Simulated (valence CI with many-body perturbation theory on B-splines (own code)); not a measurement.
# Eu LVII: calculated level list

Method: relativistic CI+MBPT: five valence electrons over a frozen Dirac-Fock core [He], radial functions for each j: 11 s, 11 p, 10 d, 8 f, 5 g, 2 h, with the one-electron correlation potential Σ1, the two-electron term Σ2, the three-electron term Σ3, Breit, model QED; selected CI, second order for the rest, scaled by the run's own slope (own B-spline code, finite nucleus).

The last digits are not significant, and no measured levels were compared; by estimate large intervals hold to a few tenths of a per cent, small ones and those within an open d or f shell to about a per cent. Among the levels kept, up to 7300 cm⁻¹ of a level comes from second order outside the variational space, and about a tenth of that is noise between levels of different J, which matters for small intervals.

Levels 91 to 135 of 200, with energies above the lowest level, (2s^2 2p1/2^2 2p3/2) J=3/2. "Leading %" is the weight of the configuration and term that name the level; weights of strongly mixed levels are sums over their largest components and can fall short. In the jj column 3d3/2^4 stands for four electrons in 3d with j = 3/2. Lifetimes count E1, E2, E3, M1 and M2 decay at the calculated energies, and are blank where another channel may lead or the interval is too uncertain; long ones can be off by a factor of two.

```tsv
No.	Configuration	Term	J	E (× 10³ cm⁻¹)	Leading %	g	Second component	Lifetime	Leading jj
91	2s 2p3 3p	6P	3/2	64265	40	1.737	20 % 2s 2p3 3p 4D	11.3 fs	2s 2p1/2 2p3/2^2 3p1/2 (99 %)
92	2s2 2p2 3p	2P°	1/2	64326	43	1.231	24 % 2s2 2p2 3p 2S°	35.2 fs	2s^2 2p3/2^2 3p3/2 (76 %)
93	2s 2p3 3s	4P°	1/2	64343	83	2.312	16 % 2s 2p3 3s 2P°	14.2 fs	2s 2p1/2 2p3/2^2 3s (98 %)
94	2s 2p3 3p	4F	5/2	64355	29	1.346	22 % 2s 2p3 3p 4P	5.70 fs	2s 2p1/2 2p3/2^2 3p1/2 (99 %)
95	2s2 2p2 3p	2D°	5/2	64375	47	1.292	33 % 2s2 2p2 3p 4P°	103 fs	2s^2 2p3/2^2 3p3/2 (86 %)
96	2s2 2p2 3p	4D°	7/2	64404	60	1.313	34 % 2s2 2p2 3p 2F°	156 fs	2s^2 2p3/2^2 3p3/2 (94 %)
97	2s 2p3 3s	4S°	3/2	64486	36	1.400	29 % 2s 2p3 3s 2D°	14.0 fs	2s 2p1/2 2p3/2^2 3s (88 %)
98	2s 2p3 3s	4P°	3/2	64525	37	1.400	22 % 2s 2p3 3s 2P°	14.2 fs	2s 2p1/2 2p3/2^2 3s (82 %)
99	2s 2p3 3s	2S°	1/2	64568	40	1.099	34 % 2s 2p3 3s 4D°	8.08 fs	2s 2p1/2 2p3/2^2 3s (77 %)
100	2s 2p3 3s	2D°	3/2	64573	51	1.142	18 % 2s 2p3 3s 4D°	12.8 fs	2s 2p1/2 2p3/2^2 3s (96 %)
101	2s 2p3 3p	2F	7/2	64603	42	1.214	34 % 2s 2p3 3p 4F	3.50 fs	2s 2p1/2 2p3/2^2 3p1/2 (98 %)
102	2s 2p3 3s	2D°	5/2	64635	76	1.236	12 % 2s 2p3 3s 4D°	23.6 fs	2s 2p1/2 2p3/2^2 3s (92 %)
103	2s 2p3 3s	2P°	1/2	64741	92	0.761	5 % 2s 2p3 3s 4P°	15.8 fs	2s 2p1/2 2p3/2^2 3s (99 %)
104	2s2 2p2 3p	2P°	3/2	64769	40	1.283	12 % 2s2 2p2 3p 2D°	32.7 fs	2s^2 2p3/2^2 3p3/2 (76 %)
105	2s 2p3 3p	4P	5/2	64831	52	1.432	25 % 2s 2p3 3p 2D	7.07 fs	2s 2p1/2 2p3/2^2 3p1/2 (99 %)
106	2s2 2p2 3p	2P°	3/2	64917	56	1.325	13 % 2s2 2p2 3p 2D°	68.8 fs	2s^2 2p3/2^2 3p3/2 (89 %)
107	2s 2p3 3p	4D	1/2	65012	70	0.295	20 % 2s 2p3 3p 2P	10.4 fs	2s 2p1/2 2p3/2^2 3p1/2 (99 %)
108	2s 2p3 3p	4P	1/2	65096	38	1.565	16 % 2s 2p3 3p 4D	1.59 fs	2s 2p1/2 2p3/2^2 3p1/2 (76 %)
109	2s 2p3 3p	4F	3/2	65102	14	1.092	11 % 2s2 2p2 3d 2D	1.33 fs	2s 2p1/2 2p3/2^2 3p1/2 (55 %)
110	2s 2p3 3p	2F	5/2	65152	19	1.099	19 % 2s2 2p2 3d 4D	1.37 fs	2s^2 2p3/2^2 3d3/2 (63 %)
111	2s2 2p2 3d	2F	7/2	65209	38	1.092	29 % 2s2 2p2 3d 2G	1.56 fs	2s^2 2p3/2^2 3d3/2 (97 %)
112	2s 2p3 3p	4D	3/2	65218	20	1.100	12 % 2s 2p3 3p 2D	4.28 fs	2s 2p1/2 2p3/2^2 3p1/2 (63 %)
113	2s 2p3 3p	4D	3/2	65230	14	1.103	14 % 2s 2p3 3p 2D	4.24 fs	2s 2p1/2 2p3/2^2 3p1/2 (77 %)
114	2s2 2p2 3d	4P	1/2	65241	32	1.505	22 % 2s2 2p2 3d 2P	2.63 fs	2s^2 2p3/2^2 3d3/2 (72 %)
115	2s 2p3 3p	2F	5/2	65255	38	1.048	11 % 2s 2p3 3p 2D	15.0 fs	2s 2p1/2 2p3/2^2 3p1/2 (66 %)
116	2s2 2p2 3d	2F	7/2	65466	51	1.228	37 % 2s2 2p2 3d 4D	473 fs	2s^2 2p3/2^2 3d5/2 (98 %)
117	2s2 2p2 3d	4F	9/2	65474	63	1.236	36 % 2s2 2p2 3d 2G	14.9 ps	2s^2 2p3/2^2 3d5/2 (98 %)
118	2s 2p3 3p	2P	3/2	65500	40	1.188	24 % 2s 2p3 3p 2D	6.64 fs	2s 2p1/2 2p3/2^2 3p1/2 (98 %)
119	2s 2p3 3p	4P	1/2	65506	41	1.878	33 % 2s 2p3 3p 2S	9.37 fs	2s 2p1/2 2p3/2^2 3p1/2 (98 %)
120	2s2 2p2 3d	2P	1/2	65580	52	1.338	29 % 2s2 2p2 3d 2S	1.95 fs	2s^2 2p3/2^2 3d5/2 (94 %)
121	2s2 2p2 3d	2D	3/2	65587	50	0.935	22 % 2s2 2p2 3d 2P	1.90 fs	2s^2 2p3/2^2 3d3/2 (76 %)
122	2s2 2p2 3d	2D	5/2	65745	57	1.190	11 % 2s2 2p2 3d 2F	1.16 fs	2s^2 2p3/2^2 3d5/2 (93 %)
123	2s2 2p2 3d	2D	3/2	65781	51	1.105	19 % 2s2 2p2 3d 2P	854 as	2s^2 2p3/2^2 3d5/2 (78 %)
124	2s 2p3 3p	6P	7/2	65852	49	1.455	30 % 2s 2p3 3p 4F	56.5 fs	2s 2p1/2 2p3/2^2 3p3/2 (99 %)
125	2s 2p3 3p	4P	5/2	65870	33	1.479	24 % 2s 2p3 3p 4D	7.65 fs	2s 2p1/2 2p3/2^2 3p3/2 (95 %)
126	2s 2p3 3p	4P	1/2	65939	62	1.800	25 % 2s 2p3 3p 2P	4.35 fs	2s 2p1/2 2p3/2^2 3p3/2 (98 %)
127	2s2 2p2 3d	2D	5/2	65985	65	1.184	13 % 2s2 2p2 3d 2F	1.44 fs	2s^2 2p3/2^2 3d5/2 (97 %)
128	2s 2p3 3p	4P	3/2	66130	46	1.408	23 % 2s 2p3 3p 2D	4.16 fs	2s 2p1/2 2p3/2^2 3p3/2 (98 %)
129	2s 2p3 3p	4F	9/2	66182	99	1.311		633 fs	2s 2p1/2 2p3/2^2 3p3/2 (99 %)
130	2s 2p3 3p	4D	7/2	66194	64	1.304	35 % 2s 2p3 3p 2F	10.3 fs	2s 2p1/2 2p3/2^2 3p3/2 (99 %)
131	2s 2p3 3p	2P	3/2	66235	57	1.348	15 % 2s 2p3 3p 4P	4.33 fs	2s 2p1/2 2p3/2^2 3p3/2 (88 %)
132	2s 2p3 3p	2D	5/2	66390	46	1.256	17 % 2s 2p3 3p 4P	4.47 fs	2s 2p1/2 2p3/2^2 3p3/2 (81 %)
133	2s 2p3 3d	6D°	3/2	66550	42	1.369	21 % 2s 2p3 3d 4D°	8.26 fs	2s 2p1/2 2p3/2^2 3d3/2 (99 %)
134	2s 2p3 3d	6D°	1/2	66562	46	2.209	19 % 2s 2p3 3d 4D°	6.99 fs	2s 2p1/2 2p3/2^2 3d3/2 (99 %)
135	2s 2p3 3d	6D°	5/2	66579	37	1.275	29 % 2s 2p3 3d 4F°	5.58 fs	2s 2p1/2 2p3/2^2 3d3/2 (95 %)
```

Where two levels of one J and parity lie close, their mixing, g and order are uncertain.
